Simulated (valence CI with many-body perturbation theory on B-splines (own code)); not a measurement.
**Hf XL: one-electron terms**

Calculated by valence CI with perturbative core correlation (CI+MBPT): five valence electrons over a frozen Dirac-Fock core [Ar] 3d10, radial functions for each j: 9 s, 9 p, 8 d, 6 f, 3 g, 1 h, with the one-electron correlation potential Σ1, the two-electron term Σ2, the three-electron term Σ3, Breit, model QED; selected CI, second order for the rest (own B-spline code, finite nucleus).

The last digits are not significant, and no measured levels were compared; by estimate large intervals hold to a few tenths of a per cent, small ones and those within an open d or f shell to about a per cent. Among the levels kept, up to 300 cm⁻¹ of a level comes from second order outside the variational space, and about a tenth of that is noise between levels of different J, which matters for small intervals.

These are the spectroscopic orbitals of the CI (the correlating ones are not listed), shaped by the core and the other valence electrons. h is the expectation value of the core's Dirac-Fock operator, without the valence repulsion; Σ1 is computed up to l = 3 at one energy for each symmetry, that of its lowest orbital but kept below the first core excitation, so for empty shells it is not the orbital's own correlation shift; Breit and QED include the response of the core.

```
Orbital  h (hartree)  Σ1 (cm⁻¹)  Breit (cm⁻¹)  QED (cm⁻¹)  ⟨r⟩ (bohr)
  4s1/2      -81.606     -14150         12289        9283      0.4167
  5s1/2      -48.775      -5085          5431        4190      0.7034
  6s1/2      -32.448      -2455          2815        2214       1.068
  7s1/2      -23.145      -1396          1667        1318       1.505
  4p1/2      -78.179     -14969         19183         296      0.4142
  5p1/2      -47.103      -5440          8574         141      0.7091
  6p1/2      -31.521      -2673          4536        77.3       1.080
  7p1/2      -22.579      -1534          2713        46.9       1.524
  4p3/2       -74.93     -12981         11349        1118      0.4338
  5p3/2      -45.581      -4945          5125         516      0.7342
  6p3/2      -30.685      -2480          2967         280       1.110
  7p3/2      -22.072      -1440          1784         169       1.560
  4d3/2      -69.596     -14721          8504        -455      0.4223
  5d3/2      -43.027      -5509          3906        -198      0.7362
  6d3/2      -29.274      -2786          2136        -106       1.123
  4d5/2      -68.896     -13957          5312       -85.2      0.4277
  5d5/2       -42.69      -5236          2356       -28.0      0.7428
  6d5/2      -29.085      -2650          1290       -12.4       1.131
  4f5/2      -63.214     -14147          3296        -279      0.3924
  5f5/2      -40.154      -4543          1427        -132      0.7227
  4f7/2      -63.037     -13593          1293        -147      0.3944
  5f7/2      -40.054      -4370           575       -65.7      0.7252
  5g7/2      -38.755                      121       -27.5      0.6648
  5g9/2      -38.715                    -13.8         0.5      0.6660
```

Among the shells of the start configuration 4s2 4p3, Σ1 is largest in size for 4p1/2, where it is 0.087 % of h.

Lowest root of each symmetry, sizes in configuration state functions:

| J | Parity | Roots | Reference | Variational | Second order | Change by selected CI (cm⁻¹) | Change by second order (cm⁻¹) |
| --- | --- | --- | --- | --- | --- | --- | --- |
| 1/2 | even | 8 | 59 | 40000 | 466201 | -12984 | -18 |
| 3/2 | even | 12 | 99 | 39999 | 863925 | -15418 | -97 |
| 5/2 | even | 11 | 111 | 39999 | 1029796 | -12242 | -154 |
| 7/2 | even | 6 | 93 | 40000 | 1072302 | -14142 | -186 |
| 9/2 | even | 3 | 64 | 39995 | 945411 | -14885 | -92 |
| 1/2 | odd | 4 | 24 | 38304 | 392045 | -15650 | -16 |
| 3/2 | odd | 7 | 39 | 39998 | 777890 | -14556 | -27 |
| 5/2 | odd | 6 | 39 | 39993 | 1082985 | -14195 | -109 |
| 7/2 | odd | 4 | 31 | 39990 | 1252320 | -24348 | -159 |
| 9/2 | odd | 2 | 16 | 39999 | 912014 | -23005 | -104 |
